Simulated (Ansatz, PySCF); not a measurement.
Species: C3H7O, net charge 1, singlet state. It need not be the lowest isomer of its formula. 
Coordinates optimised at B3LYP-D3(BJ)/def2-TZVP (Ansatz, an electronic-structure program):
```
C
H 1 1.0856
H 1 1.0858 2 113.11
C 1 1.4632 2 115.98 3 136.37
C 4 1.3334 1 121.13 2 -141.06
H 5 1.0820 4 121.24 1 177.10
H 4 1.0834 5 121.36 6 0.15
H 5 1.0843 6 116.75 4 178.41
O 1 1.6175 2 99.38 3 -109.90
H 9 0.9760 1 115.01 2 64.36
H 9 0.9760 10 110.40 1 -127.57
```
Charge +1, spin multiplicity 1.

Total electronic energies in hartree. Cores are frozen in the correlated levels unless marked. Spin-orbit coupling is left out. Non-relativistic. CBS(X,Y): correlation extrapolated as X^-3; Hartree-Fock from the larger set. [CCSD(T)-MP2]/basis is that difference in the basis named.

```json
[
 {"level": "HF/cc-pwCVTZ", "program": "Ansatz", "energy (Eh)": "-192.31597"},
 {"level": "PBE-D4/def2-TZVPD", "program": "Ansatz + dftd4", "energy (Eh)": "-193.26403"},
 {"level": "BLYP-D4/def2-TZVPD", "program": "Ansatz + dftd4", "energy (Eh)": "-193.44371"},
 {"level": "r2SCAN-D3(BJ)/def2-TZVPD", "program": "Ansatz + dftd3", "energy (Eh)": "-193.39236"},
 {"level": "B3LYP/def2-TZVPD", "program": "PySCF", "energy (Eh)": "-193.51337"},
 {"level": "PBE0/def2-SVP", "program": "Ansatz", "energy (Eh)": "-193.05666"},
 {"level": "PBE0-D3(BJ)/def2-TZVPD", "program": "Ansatz + dftd3", "energy (Eh)": "-193.28125"},
 {"level": "PBE0/def2-TZVP", "program": "Ansatz", "energy (Eh)": "-193.27467"},
 {"level": "TPSSh/def2-TZVPD", "program": "PySCF", "energy (Eh)": "-193.51731"},
 {"level": "r2SCANh-D4/def2-TZVPD", "program": "Ansatz + dftd4", "energy (Eh)": "-193.38199"},
 {"level": "r2SCAN0-D4/def2-TZVPD", "program": "Ansatz + dftd4", "energy (Eh)": "-193.36827"},
 {"level": "CAM-B3LYP-D3(BJ)/def2-TZVPD", "program": "Ansatz + dftd3", "energy (Eh)": "-193.41357"},
 {"level": "LC-wPBE-D3(BJ)/def2-TZVPD", "program": "Ansatz + dftd3", "energy (Eh)": "-193.38516"},
 {"level": "LC-wPBE-D4/def2-TZVPD", "program": "Ansatz + dftd4", "energy (Eh)": "-193.38473"},
 {"level": "B2GP-PLYP/def2-TZVPD", "program": "Ansatz", "energy (Eh)": "-193.30035"},
 {"level": "B2PLYP-D3(BJ)/def2-TZVPD", "program": "Ansatz + dftd3", "energy (Eh)": "-193.34415"},
 {"level": "MP2/6-31G*", "program": "Ansatz", "energy (Eh)": "-192.78684"},
 {"level": "RI-MP2/cc-pVTZ", "program": "Ansatz", "energy (Eh)": "-193.04799"},
 {"level": "CCSD/cc-pVDZ", "program": "Ansatz", "energy (Eh)": "-192.89409"},
 {"level": "CCSD(T)/cc-pVDZ", "program": "Ansatz", "energy (Eh)": "-192.91329"},
 {"level": "CCSD(T)/cc-pwCVTZ", "program": "Ansatz", "energy (Eh)": "-193.12516"},
 {"level": "RI-MP2/CBS(cc-pVTZ,cc-pVQZ)+[CCSD(T)-MP2]/cc-pVDZ", "program": "Ansatz", "energy (Eh)": "-193.2105"},
 {"level": "RI-MP2/CBS(cc-pVTZ,cc-pVQZ)+[CCSD(T)-MP2]/cc-pVTZ", "program": "Ansatz", "energy (Eh)": "-193.2117"}
]
```

Totals of different functionals don't rank their quality; only differences between species are comparable.
